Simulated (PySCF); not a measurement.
## Electron correlation in N²⁺ (nitrogen, charge +2)

[He] 2s2 2p1, 2P determinant. Computed with PySCF 2.14 in cc-pVDZ-DK, with the spin-free X2C one-electron Hamiltonian (Gaussian nucleus). Frozen: 1s2; 3 electrons correlated.

MP2 pair energies summed by pair of shells (mhartree):

```tsv
pair	energy	share (%)
2s-2s	-29.60	64.7
2s-2p	-16.16	35.3
```

Total MP2 correlation energy: -45.76 mhartree.

Same-spin part -2.32 and opposite-spin part -43.44 mhartree; SCS-MP2 scales them by 1/3 and 6/5 to -52.90 mhartree.

| level | correlation energy (mhartree) |
| --- | --- |
| CCSD | -74.26 |
| (T) | -0.54 |
| CCSD(T) | -74.80 |

Diagnostics: T1 = 0.0065, D1 = 0.0121, largest double amplitude 0.138.

Cost of the coupled-cluster step: 0.1 s of wall time on 1 thread of Intel(R) Xeon(R) Platinum 8375C CPU @ 2.90GHz (shared host), for 3 correlated electrons.

Iterations:

```
CC2 = 0
CCSD nocc = (np.int64(2), np.int64(1)), nmo = (13, 13)
frozen orbitals [[0], [0]]
max_cycle = 100
direct = 0
conv_tol = 1e-08
conv_tol_normt = 1e-06
diis_space = 8
diis_start_cycle = 0
Init t2, MP2 energy = -0.045758225639031
Init E_corr(UCCSD) = -0.0457582256393411
cycle = 1  E_corr(UCCSD) = -0.0619294164382127  dE = -0.0161711908  norm(t1,t2) = 0.0535845
cycle = 2  E_corr(UCCSD) = -0.0685157311773429  dE = -0.00658631474  norm(t1,t2) = 0.0257237
cycle = 3  E_corr(UCCSD) = -0.074340451508059  dE = -0.00582472033  norm(t1,t2) = 0.0128653
cycle = 4  E_corr(UCCSD) = -0.0742317353214104  dE = 0.000108716187  norm(t1,t2) = 0.000848773
cycle = 5  E_corr(UCCSD) = -0.0742645666259027  dE = -3.28313045e-05  norm(t1,t2) = 0.000105432
cycle = 6  E_corr(UCCSD) = -0.0742511181150829  dE = 1.34485108e-05  norm(t1,t2) = 2.34741e-05
cycle = 7  E_corr(UCCSD) = -0.0742553034711287  dE = -4.18535605e-06  norm(t1,t2) = 8.63218e-06
cycle = 8  E_corr(UCCSD) = -0.0742551665532533  dE = 1.36917875e-07  norm(t1,t2) = 7.13398e-07
cycle = 9  E_corr(UCCSD) = -0.0742551101249173  dE = 5.6428336e-08  norm(t1,t2) = 2.50187e-07
cycle = 10  E_corr(UCCSD) = -0.0742550560582509  dE = 5.40666663e-08  norm(t1,t2) = 1.24395e-07
cycle = 11  E_corr(UCCSD) = -0.0742550541613144  dE = 1.89693652e-09  norm(t1,t2) = 5.14548e-09
UCCSD converged
E(UCCSD) = -52.90961523716171  E_corr = -0.07425505416131441
UCCSD(T) correction = -0.000541042628419021
```
